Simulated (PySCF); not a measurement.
Compound: C5H10F2.
Atom-mapped SMILES: `[CH3:1][CH:2]([CH3:3])[CH2:4][CH:5]([F:6])[F:7]` (hydrogens: H8, H9, H10 on C1; H11 on C2; H12, H13, H14 on C3; H15, H16 on C4; H17 on C5)

Cartesian coordinates in Å at the PBE0-D3(BJ)/def2-SVP level; atoms count from 1:
```xyz
17
C5H10F2 angstrom
C     -1.564    0.978   -0.586
C     -0.528    0.197    0.214
C     -0.885   -1.285    0.270
C      0.868    0.443   -0.358
C      1.995   -0.170    0.429
F      1.978    0.288    1.705
F      3.183    0.186   -0.116
H     -2.573    0.843   -0.168
H     -1.590    0.639   -1.636
H     -1.342    2.056   -0.590
H     -0.528    0.588    1.246
H     -1.902   -1.426    0.666
H     -0.205   -1.858    0.918
H     -0.856   -1.738   -0.736
H      0.932    0.063   -1.392
H      1.074    1.526   -0.402
H      1.964   -1.273    0.470
```

Computed with PySCF at CAM-B3LYP/def2-SVPD, non-relativistic, on one gas-phase PBE0-D3(BJ)/def2-SVP geometry that isn't relaxed in the solvent. The solvent is an IEF-PCM continuum (cavity from Bondi-type radii × 1.2), and excitations are vertical TDDFT with non-equilibrium linear response and a frozen core. The model holds no explicit solvent molecules, cavitation or dispersion.

```tsv
run	E − E(gas) (kJ/mol)	HOMO (eV)	HOMO–LUMO gap (eV)	dipole (D)	lowest singlet (eV)	static polarisability (au)
gas	0.00	-10.69	11.93	2.43	9.05	64.1
P	-14.92	-10.47	11.99	2.88	9.06	83.4
Q	-15.83	-10.46	11.98	2.91	9.06	85.0
```

Q: The runs were made in acetone and water. Which run belongs to which solvent?

A: P = acetone, Q = water. The dielectric constants are 20.49 (acetone), 78.36 (water), and the energy falls further as ε rises. The optical constants n² used for the excitations are 1.85, 1.78 in the same order. In this model the ground state sees the solvent through ε alone.

Q: How constant is the ratio of the lowering to (ε − 1)/(2ε + 1)?

A: 
```csv
solvent,(ε − 1)/(2ε + 1),E − E(gas) (kJ/mol),ratio (kJ/mol),polarisation term (kJ/mol)
acetone,0.464,-14.92,-32.1,-16.98
water,0.490,-15.83,-32.3,-18.18
```

The ratio changes by +0.4 % in size from acetone to water. The polarisation term is half the interaction of the solute with the induced surface charges.
